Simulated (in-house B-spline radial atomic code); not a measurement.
Radial electron density of Ce6+, [Kr] 4d10 5s2 5p4. Computed with a radial B-spline atomic code at the basis-set limit: scalar-relativistic (X2C) Hartree-Fock with fractional occupations, spin-polarised, spherical fractional occupations, Fermi nucleus of rms radius 4.8771 fm.

Caution: exact exchange at fractional occupations of open shells leaves self-interaction of up to several eV.

One-electron X2C: radii and densities carry no picture-change correction, so inner-shell <1/r> comes out high (for 1s by about 2 % at Z = 33, 5 % at 54, 10 % at 75, 30 % at 118) and <r> low.

Columns: r (bohr), 4πr²n(r) (electrons per bohr), bar.

```
0.000641    2.113 #
0.000787      2.9 #
0.000968    3.978 ##
 0.00119     5.43 ##
 0.00146    7.351 ###
  0.0018     9.96 ####
 0.00221    13.31 ######
 0.00272    17.66 ########
 0.00334    23.09 ##########
 0.00411     29.8 #############
 0.00505    37.68 #################
  0.0062    46.51 ####################
 0.00763    55.93 #########################
 0.00938    64.91 ############################
  0.0115    72.18 ################################
  0.0142    76.68 ##################################
  0.0174    77.18 ##################################
  0.0214    74.01 ################################
  0.0263    69.16 ##############################
  0.0324    66.35 #############################
  0.0398    69.58 ###############################
  0.0489    79.88 ###################################
  0.0601    92.99 #########################################
  0.0739    100.2 ############################################
  0.0908    95.17 ##########################################
   0.112    81.45 ####################################
   0.137    73.18 ################################
   0.169    78.26 ##################################
   0.207    86.41 ######################################
   0.255    78.72 ###################################
   0.313    54.07 ########################
   0.385    33.47 ###############
   0.474    31.54 ##############
   0.582    36.05 ################
   0.716       31 ##############
    0.88    19.13 ########
    1.08    10.81 #####
    1.33    7.525 ###
    1.63    5.282 ##
    2.01    2.594 #
    2.47   0.7868 
    3.04   0.1313 
    3.73  0.01138 
    4.59 0.0004179 
    5.64 5.884e-06
```

On this grid the curve has 4 maxima, near 0.0174, 0.0739, 0.207, 0.582 bohr.

The 5p down radial function P(r) = rR(r), positive near the nucleus:

```csv
r (bohr),P
0.00119,0.001247
0.0018,0.002435
0.00272,0.004803
0.00411,0.009511
0.0062,0.01867
0.00938,0.03609
0.0142,0.06718
0.0214,0.1161
0.0324,0.1797
0.0489,0.2249
0.0739,0.1781
0.112,-0.03146
0.169,-0.29
0.255,-0.2324
0.385,0.2639
0.582,0.4667
0.88,-0.2174
1.33,-0.9073
2.01,-0.7016
3.04,-0.1872
4.59,-0.01292
```
